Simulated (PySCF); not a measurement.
Species: `O[SiH2]CCl`. The columns A, B, C and D hold Mulliken, IAO, Hirshfeld and ESP-fitted charges (e) of one PBE0/pcSseg-1 density (PySCF), in a shuffled order. Coordinates in Å (GFN2-xTB); the density's dipole moment is (-0.36, -0.64, -0.59) D.

```csv
atom,x,y,z,A,B,C,D
O1,1.703,0.652,0.197,-0.553,-0.790,-0.667,-0.308
Si2,0.661,-0.584,0.162,+0.891,+1.039,+0.737,+0.401
C3,-1.055,0.029,-0.429,-0.519,-0.558,-0.580,-0.132
Cl4,-1.600,1.353,0.646,-0.184,-0.110,-0.121,-0.073
H5,1.466,1.499,0.571,+0.251,+0.370,+0.424,+0.172
H6,1.226,-1.477,-0.838,-0.124,-0.141,-0.114,-0.075
H7,0.474,-1.173,1.486,-0.119,-0.156,-0.136,-0.083
H8,-1.824,-0.737,-0.386,+0.176,+0.173,+0.226,+0.049
H9,-1.038,0.443,-1.434,+0.179,+0.172,+0.234,+0.049
```

Problem. Which column most likely holds the ESP-fitted charges?

Solution. C. Σ q r misses the density's dipole by 0.07 D (C), 0.53 D (D), 1.32 D (B), 2.03 D (A). Charges fitted to the outside potential are the only set here that is tied to the molecule's multipoles.

Problem. And the Hirshfeld charges?

Solution. D. The mean sizes are 0.149 e (D), 0.333 e (A), 0.360 e (C), 0.390 e (B), and Hirshfeld charges are commonly the smallest of these schemes.

As computed, A = Mulliken, B = IAO, C = ESP-fitted, D = Hirshfeld. Hydrogens on carbon: Mulliken +0.18 to +0.18, IAO +0.17 to +0.17, ESP-fitted +0.23 to +0.23, Hirshfeld +0.05 to +0.05 e.

The Hirshfeld scheme divides the density at each point in proportion to the densities of the neutral, spherically averaged free atoms. The IAO scheme counts the electrons in orthogonalised intrinsic atomic orbitals, a minimal basis polarised so that it spans the occupied orbitals exactly.

The structure is a single GFN2-xTB conformer in the gas phase; no vibrational or solvent corrections.

Shape of the structure used: `[OH:1][SiH2:2][CH2:3][Cl:4]`: O1–Si2–C3–Cl4 -56°, H–O1–Si2–C3 45°.
